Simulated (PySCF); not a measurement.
C6H10O.
Cartesian coordinates in Å at the PBE0-D3(BJ)/def2-SVP level; atoms count from 1:
```xyz
17
C6H10O angstrom
C      2.5053    1.5865    0.6166
C      1.6607    0.7652    0.0476
C      0.8055   -0.0630   -0.4971
C     -0.3845   -0.6652    0.2195
C     -0.2704   -2.1745    0.3093
O     -1.5810   -0.3840   -0.4631
C     -1.9683    0.9558   -0.4252
H      3.3920    1.2141    1.1403
H      2.3560    2.6709    0.5821
H      0.9367   -0.3665   -1.5444
H     -0.4258   -0.2349    1.2410
H     -0.2225   -2.6108   -0.6998
H     -1.1541   -2.5858    0.8182
H      0.6334   -2.4649    0.8624
H     -1.2318    1.6226   -0.9112
H     -2.9248    1.0395   -0.9596
H     -2.1130    1.3130    0.6138
```

Linear response at CAM-B3LYP/def2-SVPD (PySCF, frozen core in the response, non-relativistic). Geometry: PBE0-D3(BJ)/def2-SVP, one conformer, isolated molecule.

Static isotropic polarisability: 82.39 au (12.21 Å³), principal values 63.8, 73.7, 109.6 au.

**Question.** What is the polarisability at 1064 nm and at the sodium D line?

**Answer.** 83.19 au at 1064 nm (+1.0 %), 85.11 au at 589.3 nm (+3.3 %). The rise at 589.3 nm is 3.38 times that at 1064 nm; a pure ω² law gives 3.26. The lowest singlet lies at 211 nm, shorter than both wavelengths.

**Question.** What is the isotropic C6 coefficient between two such molecules, C6 = (3/π)∫α(iω)² dω?

**Answer.** 2680 au (Eh·bohr⁶) by a ten-point quadrature over imaginary frequencies, which is 1600 eV·Å⁶ or 154 J·nm⁶/mol.

**Question.** Which effective excitation energy ω̄ makes London's formula C6 = (3/4)α²ω̄ exact here?

**Answer.** ω̄ = 4·C6/(3α²) = 0.526 Eh = 14.3 eV. A one-pole form α(ω) = α/(1 − ω²/ω̄²) fitted to the 1064 nm value gives 11.8 eV.

**Question.** How many electrons N does the Slater–Kirkwood formula C6 = (3/4)·√N·α^(3/2) need to give this C6?

**Answer.** N = (4·C6/3)²/α³ = 22.8; the species has 54 electrons in all.

**Question.** What n − 1 at the D line would an ideal gas of it have at 273.15 K and 1 atm (2.6868 × 10¹⁹ cm⁻³), by n − 1 = 2π·N·α′?

**Answer.** 21.29 × 10⁻⁴, a formal value whether or not that pressure can be reached.

**Question.** What three-body coefficient follows from the one-pole estimate C9 = (3/4)·α·C6?

**Answer.** 166000 au. This is an estimate from the two numbers above, not a computed integral.
